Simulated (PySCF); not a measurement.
# Trend along group 15: MNa molecules

PBE with double-zeta basis sets in PySCF, for the lowest determinant that a PBE0 search found; no spin–orbit coupling. De refers to high-spin ground-configuration atoms. A positive dipole means M(−)Na(+).

```json
{"M": "N", "basis": "6-31G(d,p)", "state (unpaired electrons)": "triplet (π ↑↑)", "Re (Å)": "2.270", "ωe (cm⁻¹)": "368", "De (eV)": "1.27", "μ (D)": "4.44"}
{"M": "P", "basis": "x2c-SVPall", "state (unpaired electrons)": "triplet (π ↑↑)", "Re (Å)": "2.683", "ωe (cm⁻¹)": "264", "De (eV)": "1.40", "μ (D)": "5.90"}
{"M": "As", "basis": "def2-SVP", "state (unpaired electrons)": "triplet (π ↑↑)", "Re (Å)": "2.763", "ωe (cm⁻¹)": "219", "De (eV)": "1.35", "μ (D)": "5.85"}
{"M": "Bi", "basis": "def2-SVP", "state (unpaired electrons)": "triplet (π ↑↑)", "Re (Å)": "3.007", "ωe (cm⁻¹)": "180", "De (eV)": "1.22", "μ (D)": "5.44"}
```

**Question.** The row for M = Sb is missing. Estimate Re, ωe and De as the mean of the rows for As and Bi, and compare with the calculation.

**Answer.** The means are 2.885 Å, 200 cm⁻¹ and 1.29 eV. PBE in def2-SVP gives NaSb as a triplet (π ↑↑) with Re = 2.947 Å, ωe = 193 cm⁻¹, De = 1.28 eV, so the estimate is off by -6.2 pm, +4 % and +0.01 eV.

The rows differ in basis set, which adds steps of its own.

Spin–orbit coupling is left out, which matters for elements this heavy, above all for dissociation energies. States were picked by a PBE0 search and need not be the measured ground states.
